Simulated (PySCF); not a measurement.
# Magnetic susceptibility: `O[SiH]1[SiH2][SiH2][SiH2]1`, H$_{8}$OSi$_{4}$

Molfile (atoms numbered from 1):
```
H8OSi4
     RDKit          3D

 13 13  0  0  0  0  0  0  0  0999 V2000
   -0.1200   -2.2455    1.0324 O   0  0  0  0  0  0  0  0  0  0  0  0
    0.6232   -0.9122    0.3423 Si  0  0  0  0  0  4  0  0  0  0  0  0
   -0.2634    1.1859    1.0452 Si  0  0  0  0  0  4  0  0  0  0  0  0
   -1.3246    1.4098   -1.0657 Si  0  0  0  0  0  4  0  0  0  0  0  0
   -0.2431   -0.5592   -1.8346 Si  0  0  0  0  0  4  0  0  0  0  0  0
    0.0559   -2.3910    1.9673 H   0  0  0  0  0  0  0  0  0  0  0  0
    2.1191   -1.0060    0.4456 H   0  0  0  0  0  0  0  0  0  0  0  0
    0.7717    2.2403    1.2967 H   0  0  0  0  0  0  0  0  0  0  0  0
   -1.1960    1.1350    2.2164 H   0  0  0  0  0  0  0  0  0  0  0  0
   -2.8122    1.2611   -0.9919 H   0  0  0  0  0  0  0  0  0  0  0  0
   -0.9938    2.6586   -1.8207 H   0  0  0  0  0  0  0  0  0  0  0  0
    0.8134   -0.2918   -2.8621 H   0  0  0  0  0  0  0  0  0  0  0  0
   -1.1518   -1.6409   -2.3270 H   0  0  0  0  0  0  0  0  0  0  0  0
  1  2  1  0
  2  3  1  0
  3  4  1  0
  4  5  1  0
  5  2  1  0
  1  6  1  0
  2  7  1  0
  3  8  1  0
  3  9  1  0
  4 10  1  0
  4 11  1  0
  5 12  1  0
  5 13  1  0
M  END
```

Computed with GIAO OPBE/pcseg-1 magnetisability, rotational g tensor and spin-rotation constants, non-relativistic, gas phase in PySCF. Geometry: PBE0-D3(BJ)/def2-SVP.

(1) What are the magnetisability and the molar susceptibility?

(2) Split it along the inertial axes a, b, c into diamagnetic and paramagnetic parts about the centre of mass, with the quadrupole moment.

(3) And the rotational g tensor?

## Answers

(1) Isotropic -1307 × 10⁻³⁰ J/T², or -78.7 × 10⁻⁶ cm³/mol; principal values -1395, -1355, -1173 × 10⁻³⁰ J/T², anisotropy 205 × 10⁻³⁰ J/T² (root of half the summed squared differences of the principal values). The susceptibility is in cgs units.

(2) 
| axis | χ (10⁻⁶ cm³/mol) | diamagnetic (10⁻⁶ cm³/mol) | paramagnetic (10⁻⁶ cm³/mol) | summed x² of all electrons (Å²) | quadrupole Θ (D Å) |
| --- | --- | --- | --- | --- | --- |
| a | -83.5 | -661.1 | 577.7 | 168.9 | +3.42 |
| b | -82.1 | -873.1 | 791.1 | 119.0 | -0.88 |
| c | -70.7 | -1221.4 | 1150.8 | 36.9 | -2.54 |

Anisotropies 2χaa − χbb − χcc = -14.2 and 2χbb − χaa − χcc = -10.0 × 10⁻⁶ cm³/mol. Θ is traceless in Buckingham's convention.

(3) 
```csv
axis,rotational constant (GHz),g,nuclear part,electronic part
a,2.3035,-0.0308,0.5943,-0.6251
b,1.5921,-0.0204,0.5712,-0.5917
c,1.0783,-0.0191,0.5638,-0.5829
```
Asymmetric top; isotopes 1H, 16O, 28Si; no vibrational averaging.
